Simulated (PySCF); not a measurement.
Species: C3H12BN.
SMILES: `C[BH2-][NH2+]CC`

All values: PBE0/def2-SVPD (PySCF, non-relativistic), on one gas-phase PBE0-D3(BJ)/def2-SVP geometry that isn't relaxed in the solvent. The solvent is an IEF-PCM continuum (van der Waals radii × 1.2), and excitations are vertical TDDFT with non-equilibrium linear response and a frozen core. The model holds no explicit solvent molecules, cavitation or dispersion.

Gas-phase singlets (H = HOMO, L = LUMO):

| state | E (eV) | λ (nm) | f | leading configurations |
| --- | --- | --- | --- | --- |
| S1 | 6.216 | 199 | 0.002 | H→L 96% |
| S2 | 6.666 | 186 | 0.005 | H-1→L 96% |
| S3 | 7.290 | 170 | 0.004 | H→L+1 92% |
| S4 | 7.483 | 166 | 0.015 | H→L+2 98% |
| S5 | 7.561 | 164 | 0.046 | H→L+3 91% |

Question: Give the list for methanol (ε = 32.61), n² = 1.77.

Answer: 
```
state  E (eV)  λ (nm)      f   leading configurations  change by rank (eV)
   S1   7.115     174  0.024                  H→L 96%               +0.899
   S2   7.525     165  0.003                H-1→L 96%               +0.859
   S3   7.866     158  0.000      H→L+1 89%, H→L+3 9%               +0.576
   S4   8.043     154  0.063                H→L+2 97%               +0.560
   S5   8.206     151  0.101  H-1→L+1 84%, H-1→L+3 9%               +0.645
```

Question: Give the list for acetonitrile (ε = 35.69), n² = 1.81.

Answer: 
| state | E (eV) | λ (nm) | f | leading configurations | change by rank (eV) |
| --- | --- | --- | --- | --- | --- |
| S1 | 7.117 | 174 | 0.025 | H→L 96% | +0.901 |
| S2 | 7.527 | 165 | 0.003 | H-1→L 96% | +0.861 |
| S3 | 7.868 | 158 | 0.000 | H→L+1 89%, H→L+3 9% | +0.578 |
| S4 | 8.044 | 154 | 0.064 | H→L+2 97% | +0.561 |
| S5 | 8.207 | 151 | 0.102 | H-1→L+1 84%, H-1→L+3 9% | +0.646 |

Question: The ground-state energy changes by -0.443 eV from gas to acetonitrile. By how much does the total energy of gas-phase S3 change?

Answer: E(S3) = E(S0) + excitation energy, so it changes by -0.443 + 0.578 = +0.135 eV: it isn't lowered at all, while the ground state is. This is the vertical state, with the slow part of the continuum still set for S0.

Question: How do the frontier levels move from gas to acetonitrile?

Answer: 
| orbital | gas (eV) | solvent (eV) | change (eV) |
| --- | --- | --- | --- |
| LUMO+2 | 1.32 | 1.54 | +0.22 |
| LUMO+1 | 0.98 | 1.25 | +0.27 |
| LUMO | 0.02 | 0.62 | +0.60 |
| HOMO | -7.25 | -7.66 | -0.41 |
| HOMO-1 | -7.66 | -8.00 | -0.34 |
| HOMO-2 | -8.93 | -8.98 | -0.05 |
| HOMO-3 | -10.19 | -9.75 | +0.44 |

The HOMO–LUMO gap goes from 7.27 to 8.29 eV. Rows go by rank; for HOMO-3, LUMO, LUMO+1 and LUMO+2 the atom shares or the degeneracy differ between the runs, so the row needn't follow one orbital.

Rough CPU time on one thread of a shared machine: about 60 s. This is the whole response run at PBE0/def2-SVPD in acetonitrile, SCF included.

Conformer computed: `[CH3:1][BH2-:2][NH2+:3][CH2:4][CH3:5]`: C1–B2–N3–C4 180°, B2–N3–C4–C5 180°.
